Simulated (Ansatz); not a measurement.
`C[NH][GeH2][Cl]` → `[Cl][GeH]` + CH₃NH₂  (germylene formation by 1,1-elimination)

Calculated with Ansatz (gas phase, PBE0-D4/def2-TZVP geometries, no zero-point term in ΔE). CBS: MP2 limit from def2 TZ/QZ plus the TZ coupled-cluster correction, frozen cores. For Ge outer-core shells are correlated without core-valence functions, which leaves a few kJ/mol of doubt a bond. Scalar relativity is left out up to krypton. Each species was taken in one conformer, which may not be the lowest.

`C[NH][GeH2][Cl]`:

Z-matrix (Å, degrees):
```
C
N 1 1.452
H 1 1.097 2 114.0
H 1 1.093 2 110.1 3 121.9
H 1 1.093 2 109.5 3 -120.6
Ge 2 1.813 1 119.8 3 73.1
H 2 1.010 1 112.3 3 -64.1
Cl 6 2.179 2 112.1 1 -61.6
H 6 1.530 2 109.0 1 -179.1
H 6 1.531 2 108.6 1 54.2
```

`[Cl][GeH]`:

Cartesian coordinates in Å:
```
Cl 0.663 0.751 -1.225
Ge 0.468 -0.401 0.619
H -1.131 -0.350 0.606
```

CH₃NH₂:

Cartesian coordinates in Å:
```
C 0.250 -0.140 -0.491
N -0.449 0.499 0.611
H 0.607 -1.161 -0.293
H 1.114 0.466 -0.771
H -0.407 -0.179 -1.362
H 0.147 0.556 1.427
H -1.261 -0.042 0.880
```

```tsv
species	HF/def2-QZVPP energy (Eh)
`C[NH][GeH2][Cl]`	-2630.83921
`[Cl][GeH]`	-2535.53261
CH₃NH₂	-95.26228
```

Problem. Work out ΔE.

Solution. ΔE = (-2535.53261) + (-95.26228) − (-2630.83921) = 0.04432 Eh = +1.21 eV. CCSD(T)/CBS gives +1.39 eV.

Largest T1 diagnostic among the species: 0.013.

From PBE to PBE0 (25 % exact exchange), in def2-TZVPP and without D4, ΔE moves by +0.16 eV. The D4 term adds +0.16 eV with B3LYP and +0.09 eV with PBE0; it sums over pairs of atoms, weighted by their polarisabilities, and B3LYP, whose exchange is more repulsive, gets the larger term.

B3LYP here is the variant with VWN-RPA as its local correlation; programs differ in this.
